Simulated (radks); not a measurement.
Task: Pt+, configuration [Xe] 4f14 5d9. All-electron calculation, scalar-relativistic Kohn-Sham, PBE, spin-polarised, spherical densities, finite nucleus; open shells are filled with parallel spins first (spin-orbit coupling, left out, can overturn this in heavy ions); Fermi nuclear charge, rms radius 5.427 fm. Program: a radial shooting solver on a logarithmic mesh with Libxc functionals. Some entries of the table are withheld. Estimate them.

| orbital | occ. | eigenvalue (hartree) | <r> (bohr) |
|---|---|---|---|
| 1s down | 1 | -2881.325 | 0.01715 |
| 1s up | 1 | -2881.325 | 0.01715 |
| 2s up | 1 | -506.4558 | 0.07236 |
| 2s down | 1 | -506.4535 | 0.07236 |
| 2p up | 3 | -439.0978 | 0.06523 |
| 2p down | 3 | -439.0960 | 0.06523 |
| 3s up | 1 | -119.1947 | 0.1871 |
| 3s down | 1 | -119.1939 | 0.1871 |
| 3p up | 3 | -99.56805 | 0.1882 |
| 3p down | 3 | -99.56710 | 0.1882 |
| 3d up | 5 | -78.24668 | 0.1704 |
| 3d down | 5 | -78.24501 | 0.1704 |
| 4s up | 1 | -25.84856 | 0.4151 |
| 4s down | 1 | -25.84632 | 0.4151 |
| 4p up | 3 | -19.40934 | 0.4419 |
| 4p down | 3 | -19.40728 | 0.4419 |
| 4d up | 5 | -11.57790 | 0.4682 |
| 4d down | 5 | -11.57551 | 0.4682 |
| 5s up | 1 | -4.04944 | 0.9538 |
| 5s down | 1 | -4.03310 | 0.9527 |
| 4f up | 7 | -2.87778 | 0.5164 |
| 4f down | 7 | -2.87416 | 0.5160 |
| 5p up | 3 | (1) | 1.106 |
| 5p down | 3 | (2) | 1.105 |
| 5d up | 5 | -0.53648 | 1.641 |
| 5d down | 4 | -0.51378 | 1.651 |

Result: 
(1) 5p up eigenvalue (hartree): -2.37293
(2) 5p down eigenvalue (hartree): -2.35241
